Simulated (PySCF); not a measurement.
C2H5Se, SMILES CC[Se], multiplicity 2. Coordinates come from a PBE-D3(BJ)/def2-SVP optimisation. The isomer is the one that the SMILES or the coordinates give; other isomers of the formula were not compared.

Computed equilibrium geometry at PBE-D3(BJ)/def2-SVP (PySCF confirms it by a frequency run) as a Z-matrix, and its point group:
point group Cs.
```
C
H 1 1.1124
H 1 1.1124 2 105.12
C 1 1.5231 2 112.26 3 122.31
H 4 1.1081 1 111.28 2 -179.13
H 4 1.1081 5 107.52 1 122.10
H 4 1.1112 5 108.00 6 116.31
Se 1 1.9584 2 105.33 3 -110.99
```
Charge 0, spin multiplicity 2.
